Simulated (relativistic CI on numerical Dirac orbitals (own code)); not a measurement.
## Hyperfine structure of Bi XXXI, mass number 209

Calculated at this level of theory: Dirac-Coulomb-Breit CI, separate exchange-only KLI orbitals for each configuration, QED by a radiative potential, unscaled Slater integrals (own radial code, finite nucleus).

Configurations in the expansion (outside the closed core [Ar] 3d10 4p6 4d10): 4s2.4f7, 4s2.4f6.5s, 4s2.4f5.5s2, 4s.4f8, 4f9. Levels of other configurations are missing.

Nuclear spin I = 9/2, μ = 4.092 μN, Q = -0.516 b (tables of Stone and Pyykkö). The electronic factors are computed for point nuclear moments, without core polarisation or the Bohr-Weisskopf and QED corrections.

```json
{"Level": "4s2.4f7 6P°_3/2", "E (eV)": "12.0748", "A (MHz)": "-1061", "B (MHz)": "485"}
{"Level": "4s2.4f7 6I°_17/2", "E (eV)": "12.1000", "A (MHz)": "3733", "B (MHz)": "-196"}
{"Level": "4s2.4f7 6I°_11/2", "E (eV)": "12.9048", "A (MHz)": "3814", "B (MHz)": "-1420"}
{"Level": "4s2.4f7 6I°_13/2", "E (eV)": "13.4301", "A (MHz)": "3737", "B (MHz)": "-646"}
{"Level": "4s2.4f7 6I°_15/2", "E (eV)": "13.7182", "A (MHz)": "3562", "B (MHz)": "-1130"}
```

Levels with J = 0, under 50 % of one LS term, or S terms without an open s electron are left out. Small factors come from cancelling terms and can be off by tens of per cent or more.

At this charge energies of transitions that change n are usually good to better than 1 %, and those within a shell (Δn = 0) to a few per cent. Terms inside the open d or f shell come out 10 to 20 % too wide with unscaled integrals.

Q: Give the hyperfine levels of 4s2.4f7 6I°_17/2 relative to its centre of gravity.

A: With K = F(F + 1) − I(I + 1) − J(J + 1), E = AK/2 + B[¾K(K + 1) − I(I + 1)J(J + 1)]/[2I(2I − 1)J(2J − 1)]: F = 4: -159700, F = 5: -141000, F = 6: -118500, F = 7: -92390, F = 8: -62500, F = 9: -28890, F = 10: 8439, F = 11: 49490, F = 12: 94260, F = 13: 142700 MHz.

LS names give the leading component of a level, which can be under half, so a name can repeat, a term be missing and a line seem to break the LS rules.
